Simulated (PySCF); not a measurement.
**Correlation energy of Zr (zirconium, neutral)**

[Kr] 4d2 5s2, high-spin 3F determinant. Calculation: PySCF 2.14, in aug-cc-pVDZ-PP with ECP28MDF (5s5p4d2f, 54 functions); scalar relativity through the core potential. Frozen: 4s2 4p6; 4 electrons correlated.

MP2 pair energies summed by pair of shells (mhartree):

```json
{"pair": "5s-5s", "energy": "-19.08", "share (%)": "46.8"}
{"pair": "4d-5s", "energy": "-19.01", "share (%)": "46.7"}
{"pair": "4d-4d", "energy": "-2.65", "share (%)": "6.5"}
```

Total MP2 correlation energy: -40.74 mhartree.

Same-spin part -9.11 and opposite-spin part -31.64 mhartree; SCS-MP2 scales them by 1/3 and 6/5 to -41.00 mhartree.
